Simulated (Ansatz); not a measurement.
Relaxation of AlF₃ (4 atoms, charge 0, multiplicity 1), to a largest force component of 0.02 eV/Å in at most 40 steps.

Level of theory: RKS B3LYP-D4/6-31G* (Ansatz 0.2.0).

```xyz
4
Properties=species:S:1:pos:R:3
Al 0.000 0.000 0.000
F 0.000 0.000 1.690
F 1.464 0.000 -0.845
F -1.464 0.000 -0.845
```

Task: Where does it end, and by what steps?

Result: The run converged. After 3 steps the energy has fallen by 0.125 eV; F2 moved furthest, 0.05 Å.

| step | energy less start (eV) | largest force component (eV/Å) | accepted |
| --- | --- | --- | --- |
| 0 | 0.0000 | 1.561 | yes |
| 1 | -0.0890 | 0.873 | yes |
| 2 | -0.1247 | 0.091 | yes |
| 3 | -0.1250 | 0.002 | yes |

```xyz
4
Properties=species:S:1:pos:R:3
Al 0.000 0.000 0.000
F 0.000 0.000 1.639
F 1.419 0.000 -0.819
F -1.419 0.000 -0.819
```

Whether the end is a true minimum wasn't checked by a vibrational analysis.

The run took 8.4 s on 1 thread of Arm Neoverse V1, on a shared host, peak memory 0.11 GiB.
